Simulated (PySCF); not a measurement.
Structure with atom numbers: `[O:1]=[C:2]([O-:3])[c:4]1[cH:5][cH:6][cH:7][c:8]2[c:9]1[CH2:10]2`. Hydrogens are named by the atom that carries them.

Geometry: GFN2-xTB; GIAO absolute shieldings from PySCF, gas phase, non-relativistic, averaged over equivalent atoms.

At PW91/6-31G (100 basis functions, 21 s wall time on 1 thread of an Arm Neoverse V2, shared host):
| atoms | σ (ppm) |
| --- | --- |
| O1/O3 | 2.3 |
| C2 | 48.0 |
| C4 | 69.5 |
| C5 | 71.1 |
| C6 | 78.6 |
| C9 | 79.5 |
| C8 | 81.7 |
| C7 | 97.0 |
| C10 | 177.1 |
| H(C5) | 25.01 |
| H(C6) | 26.28 |
| H(C7) | 26.59 |
| H(C10) | 29.80 |

Problem. Estimate the result of repeating the calculation with PBE/IGLO-II.

Solution. 
```csv
atoms,σ at PBE/IGLO-II,change
O1/O3,-5.1,-7.4
C2,25.9,-22.1
C4,46.8,-22.7
C5,48.2,-22.9
C6,57.8,-20.8
C9,58.5,-21.0
C8,60.8,-20.9
C7,76.4,-20.6
C10,163.4,-13.7
H(C5),24.11,-0.90
H(C6),25.31,-0.97
H(C7),25.40,-1.19
H(C10),29.02,-0.78
```

The largest change is at C5 (aromatic CH). Cost: 250 basis functions, 43 s wall time on 1 thread of an Arm Neoverse V2, shared host. The order of the carbon signals is the same at both levels.
